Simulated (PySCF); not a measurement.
# Potential energy of AlSb along the bond

Set-up: basis Al cc-pV(T+d)Z, Sb cc-pVTZ-PP with ECP28; scalar-relativistic core potentials; PySCF 2.14. Energies in eV from Al + Sb in their ground configurations at the same level. State: ³Σ⁻ (triplet), unpaired electrons π ↑↑.

All columns are PBE0. A positive dipole means Al(−)Sb(+).

| R (Å) | E (eV) | μ (D) | Mulliken charge on Al (basis-dependent) | HOMO (eV) | LUMO (eV) | Mayer bond order | ⟨S²⟩ |
| --- | --- | --- | --- | --- | --- | --- | --- |
| 2.374 | -1.283 | 0.80 | 0.05 | -5.07 | -3.87 | 1.24 | 2.01 |
| 2.484 | -1.616 | 0.36 | 0.09 | -5.12 | -3.67 | 1.21 | 2.01 |
| 2.594 | -1.797 | -0.10 | 0.13 | -5.16 | -3.49 | 1.17 | 2.01 |
| 2.677 | -1.860 | -0.45 | 0.16 | -5.17 | -3.36 | 1.15 | 2.01 |
| 2.760 | -1.876 | -0.80 | 0.18 | -5.17 | -3.25 | 1.13 | 2.01 |
| 2.843 | -1.856 | -1.14 | 0.20 | -5.16 | -3.14 | 1.11 | 2.01 |
| 2.953 | -1.789 | -1.59 | 0.22 | -5.12 | -3.01 | 1.08 | 2.01 |
| 3.091 | -1.659 | -2.13 | 0.23 | -5.06 | -2.87 | 1.05 | 2.01 |
| 3.257 | -1.466 | -2.72 | 0.24 | -4.96 | -2.74 | 1.02 | 2.02 |
| 3.478 | -1.185 | -3.38 | 0.24 | -4.82 | -2.64 | 0.96 | 2.05 |

A fit through these points gives, at Re = 2.752 Å, μ = -0.77 D and dμ/dR = -4.21 D/Å; the reduced mass is 22.06 u.

Q: How strong is the fundamental in the double-harmonic approximation, I = 42.26·(dμ/dR)²/μred km/mol?

A: I = 42.26·(-4.21)²/22.06 = 34.0 km/mol at PBE0.

These are scalar-relativistic numbers at best; spin–orbit coupling would shift them, the dissociation energy most. The state was picked by a PBE0 search and need not be the measured ground state.
